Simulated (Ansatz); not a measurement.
Consider the homolysis of the C–Si bond: `C[SiH](Cl)CF` → `[CH2]F`• + `C[SiH]Cl`•.

Calculated with Ansatz (gas phase, PBE0-D4/def2-TZVP geometries, no zero-point term in ΔE). CBS: MP2 limit from def2 TZ/QZ plus the TZ coupled-cluster correction, frozen cores. This one scheme is used for every species. DFT in def2-TZVPP. B3LYP here is the variant with VWN-RPA as its local correlation; programs differ in this. Open shells (•) are unrestricted, without spin–orbit coupling. Each species was taken in one conformer, which may not be the lowest.

```tsv
level	ΔE (eV)
PBE-D4	3.62
B3LYP-D4	3.62
ωB97M-V	3.90
B2PLYP	3.65
B3LYP	3.50
MP2/def2-TZVPP	3.89
HF/def2-QZVPP	2.72
MP2/def2-QZVPP	3.95
```

**Question.** What does CCSD(T)/CBS give? (Best estimate.)

**Answer.** Computed: +3.88 eV. The listed levels differ from it by -0.26, -0.26, 0.02, -0.23, -0.38, 0.01, -1.16, 0.07 eV.

Largest T1 diagnostic among the species: 0.015.

In def2-TZVPP, CCSD(T) changes the Hartree–Fock value by +1.04 eV (the triples alone add +0.07 eV) and MP2 by +1.15 eV; breaking electron pairs costs correlation energy, which Hartree–Fock lacks. From PBE to PBE0 (25 % exact exchange), in def2-TZVPP and without D4, ΔE moves by +0.04 eV. The D4 term adds +0.13 eV with B3LYP and +0.07 eV with PBE0; it sums over pairs of atoms, weighted by their polarisabilities, and B3LYP, whose exchange is more repulsive, gets the larger term.
